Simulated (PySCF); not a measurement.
PySCF input (PBE/6-31G**):

```python
import numpy as np, basis_set_exchange as bse
from pyscf import gto, scf, dft, df, tdscf

basis = {'C': gto.basis.parse(bse.get_basis('6-31G**', elements=['C'], fmt='nwchem')), 'F': gto.basis.parse(bse.get_basis('6-31G**', elements=['F'], fmt='nwchem')), 'H': gto.basis.parse(bse.get_basis('6-31G**', elements=['H'], fmt='nwchem'))}
mol = gto.M(
    atom='''
    C     1.36656412   -0.18415937   -0.09598662
    C     0.06593869   -0.00888596   -0.00463149
    F    -0.83029842   -0.97785241    0.07898218
    F    -0.54605565    1.16333108    0.01769207
    H     2.01907743    0.67097753   -0.15970021
    H     1.77309228   -1.18201362   -0.10665944
    ''',
    basis=basis,
    charge=0,
    verbose=4,
    max_memory=7359,
)
mf = dft.RKS(mol, xc='pbe')
mf.grids.level = 3
mf = mf.density_fit(auxbasis=df.autoaux(mol))
mf.conv_tol = 1e-9
mf.max_cycle = 100
print('smallest overlap eigenvalue', np.linalg.eigvalsh(mol.intor('int1e_ovlp'))[0])
mf.kernel()
dip = mf.dip_moment()
td = tdscf.TDA(mf)
td.nstates = 4
td.kernel()
td.analyze()
osc = td.oscillator_strength()
```

Output:

```
PySCF version 2.14.0

[INPUT] verbose = 4
[INPUT] num. atoms = 6
[INPUT] num. electrons = 32
[INPUT] charge = 0
[INPUT] spin (= nelec alpha-beta = 2S) = 0
[INPUT] symmetry False subgroup None
[INPUT] Mole.unit = angstrom
[INPUT] Symbol           X                Y                Z      unit          X                Y                Z       unit  Magmom
[INPUT]  1 C      1.366564120000  -0.184159370000  -0.095986620000 AA    2.582431918457  -0.348010772572  -0.181388423423 Bohr   0.0
[INPUT]  2 C      0.065938690000  -0.008885960000  -0.004631490000 AA    0.124606065113  -0.016792030754  -0.008752247649 Bohr   0.0
[INPUT]  3 F     -0.830298420000  -0.977852410000   0.078982180000 AA   -1.569036615459  -1.847873245146   0.149254688921 Bohr   0.0
[INPUT]  4 F     -0.546055650000   1.163331080000   0.017692070000 AA   -1.031895627271   2.198377133394   0.033433166877 Bohr   0.0
[INPUT]  5 H      2.019077430000   0.670977530000  -0.159700210000 AA    3.815503366991   1.267963767437  -0.301789658936 Bohr   0.0
[INPUT]  6 H      1.773092280000  -1.182013620000  -0.106659440000 AA    3.350658802781  -2.233682017306  -0.201557130199 Bohr   0.0

nuclear repulsion = 117.691249401716
number of shells = 30
number of NR pGTOs = 122
number of NR cGTOs = 66
basis = {'C': [[0, [3047.52488, 0.001834737132], [457.369518, 0.01403732281], [103.948685, 0.06884262226], [29.2101553, 0.2321844432], [9.28666296, 0.4679413484], [3.16392696, 0.3623119853]], [0, [7.86827235, -0.1193324198], [1.88128854, -0.1608541517], [0.544249258, 1.143456438]], [0, [0.1687144782, 1.0]], [1, [7.86827235, 0.06899906659], [1.88128854, 0.316423961], [0.544249258, 0.7443082909]], [1, [0.1687144782, 1.0]], [2, [0.8, 1.0]]], 'F': [[0, [7001.71309, 0.001819616901], [1051.36609, 0.01391607961], [239.28569, 0.06840532453], [67.3974453, 0.2331857601], [21.5199573, 0.4712674392], [7.4031013, 0.3566185462]], [0, [20.8479528, -0.1085069751], [4.80830834, -0.1464516581], [1.34406986, 1.128688581]], [0, [0.358151393, 1.0]], [1, [20.8479528, 0.07162872424], [4.80830834, 0.3459121027], [1.34406986, 0.7224699564]], [1, [0.358151393, 1.0]], [2, [0.8, 1.0]]], 'H': [[0, [18.73113696, 0.03349460434], [2.825394365, 0.2347269535], [0.6401216923, 0.8137573261]], [0, [0.1612777588, 1.0]], [1, [1.1, 1.0]]]}
ecp = {}
ETB for C: l = 0, exps = 0.3374289564 * 1.8^n , n = 0..12
ETB for C: l = 1, exps = 0.3374289564 * 1.8^n , n = 0..10
ETB for C: l = 2, exps = 0.3374289564 * 1.8^n , n = 0..9
ETB for C: l = 3, exps = 0.9687144782 * 2.2^n , n = 0..1
ETB for H: l = 0, exps = 0.3225555176 * 1.8^n , n = 0..9
ETB for H: l = 1, exps = 1.2612777588000001 * 2^n , n = 0..1
ETB for H: l = 2, exps = 2.2 * 2.2^n , n = 0..0
ETB for F: l = 0, exps = 0.716302786 * 1.8^n , n = 0..13
ETB for F: l = 1, exps = 0.716302786 * 1.8^n , n = 0..10
ETB for F: l = 2, exps = 0.716302786 * 1.8^n , n = 0..9
ETB for F: l = 3, exps = 1.158151393 * 2.2^n , n = 0..2
smallest overlap eigenvalue 0.004360124216099093

******** <class 'pyscf.df.df_jk.DFRKS'> ********
method = DFRKS
initial guess = minao
damping factor = 0
level_shift factor = 0
DIIS = <class 'pyscf.scf.diis.CDIIS'>
diis_start_cycle = 1
diis_space = 8
diis_damp = 0
SCF conv_tol = 1e-09
SCF conv_tol_grad = None
SCF max_cycles = 100
direct_scf = False
XC library pyscf.dft.libxc version 7.1.2
    S. Lehtola, C. Steigemann, M. J. T. Oliveira, and M. A. L. Marques,  SoftwareX 7, 1–5 (2018)
XC functionals = pbe
    J. P. Perdew, K. Burke, and M. Ernzerhof,  Phys. Rev. Lett. 77, 3865 (1996)
    J. P. Perdew, K. Burke, and M. Ernzerhof,  Phys. Rev. Lett. 78, 1396 (1997)
    J. P. Perdew, K. Burke, and M. Ernzerhof,  Phys. Rev. Lett. 77, 3865 (1996)
    J. P. Perdew, K. Burke, and M. Ernzerhof,  Phys. Rev. Lett. 78, 1396 (1997)
radial grids:
    Treutler-Ahlrichs [JCP 102, 346 (1995); DOI:10.1063/1.469408] (M4) radial grids

becke partition: Becke, JCP 88, 2547 (1988); DOI:10.1063/1.454033
pruning grids: <function nwchem_prune>
grids dens level: 3
symmetrized grids: False
atomic radii adjust function: <function treutler_atomic_radii_adjust>
small_rho_cutoff = 0
Set gradient conv threshold to 3.16228e-05
Initial guess from minao.
tot grids = 76376
init E= -277.207341221313
  HOMO = -0.287855898471402  LUMO = -0.0370578253428842  gap/eV = 6.82456
cycle= 1 E= -276.668590166006  delta_E= 0.539  |g|= 0.73  |ddm|= 2.39
  HOMO = -0.183557527292168  LUMO = 0.0244060228369216  gap/eV = 5.65898
cycle= 2 E= -276.406213213274  delta_E= 0.262  |g|= 1.31  |ddm|= 1.34
  HOMO = -0.206039405185358  LUMO = 0.0216493166693872  gap/eV = 6.19573
cycle= 3 E= -276.75937497924  delta_E= -0.353  |g|= 0.207  |ddm|= 1.01
  HOMO = -0.218100304205487  LUMO = 0.00320979925991471  gap/eV = 6.02215
cycle= 4 E= -276.770087134581  delta_E= -0.0107  |g|= 0.0684  |ddm|= 0.264
  HOMO = -0.223644820122412  LUMO = -0.00169326446298523  gap/eV = 6.03961
cycle= 5 E= -276.770972834922  delta_E= -0.000886  |g|= 0.03  |ddm|= 0.0771
  HOMO = -0.220434482191528  LUMO = 0.00113739480132269  gap/eV = 6.02928
cycle= 6 E= -276.771178529785  delta_E= -0.000206  |g|= 0.00159  |ddm|= 0.0242
  HOMO = -0.220528269326864  LUMO = 0.00107376637225309  gap/eV = 6.03010
cycle= 7 E= -276.771179039012  delta_E= -5.09e-07  |g|= 0.000108  |ddm|= 0.00124
  HOMO = -0.220521715521323  LUMO = 0.00108463735588904  gap/eV = 6.03022
cycle= 8 E= -276.771179040945  delta_E= -1.93e-09  |g|= 3.33e-05  |ddm|= 9.98e-05
  HOMO = -0.220523686956745  LUMO = 0.00108185685816586  gap/eV = 6.03019
cycle= 9 E= -276.771179041313  delta_E= -3.68e-10  |g|= 3.38e-06  |ddm|= 4.53e-05
  HOMO = -0.220523245926243  LUMO = 0.00108228245984554  gap/eV = 6.03019
Extra cycle  E= -276.771179041302  delta_E= 1.09e-11  |g|= 7.43e-06  |ddm|= 1.05e-05
converged SCF energy = -276.771179041302
Dipole moment(X, Y, Z, Debye):  0.81374, -0.10970, -0.05716

******** <class 'pyscf.tdscf.rks.TDA'> for <class 'pyscf.df.df_jk.DFRKS'> ********
nstates = 4 singlet
deg_eia_thresh = 1.000e-03
wfnsym = None
conv_tol = 1e-05
eigh lindep = 1e-12
eigh level_shift = 0
eigh max_cycle = 100
chkfile = tmp0vgtrpdc

Excitation energies (eV)
[8.49554569 9.06399106 9.12617215 9.41466287]

** Singlet excitation energies and oscillator strengths **
Excited State   1:      8.49555 eV    145.94 nm  f=0.0000
      16 -> 18       -0.70605
Excited State   2:      9.06399 eV    136.79 nm  f=0.4722
      16 -> 17        0.66343
Excited State   3:      9.12617 eV    135.86 nm  f=0.0031
      16 -> 19       -0.69561
      16 -> 20       -0.10768
Excited State   4:      9.41466 eV    131.69 nm  f=0.0000
      15 -> 17        0.70604

** Transition electric dipole moments (AU) **
state          X           Y           Z        Dip. S.      Osc.
  1        -0.0000     -0.0000     -0.0000      0.0000      0.0000
  2        -1.4417      0.1943      0.1013      2.1266      0.4722
  3         0.0088      0.0022      0.1165      0.0136      0.0031
  4        -0.0000      0.0000     -0.0000      0.0000      0.0000

** Transition velocity dipole moments (imaginary part, AU) **
state          X           Y           Z        Dip. S.      Osc.
  1        -0.0000     -0.0000     -0.0000      0.0000      0.0000
  2        -0.1121      0.0151      0.0079      0.0129      0.0257
  3         0.0022      0.0006      0.0297      0.0009      0.0018
  4        -0.0000     -0.0000     -0.0000      0.0000      0.0000

** Transition magnetic dipole moments (imaginary part, AU) **
state          X           Y           Z
  1        -0.5117      0.0689      0.0359
  2         0.0000      0.0001      0.0000
  3         0.0726      0.5470     -0.0157
  4         0.0151     -0.0021     -0.0011
```
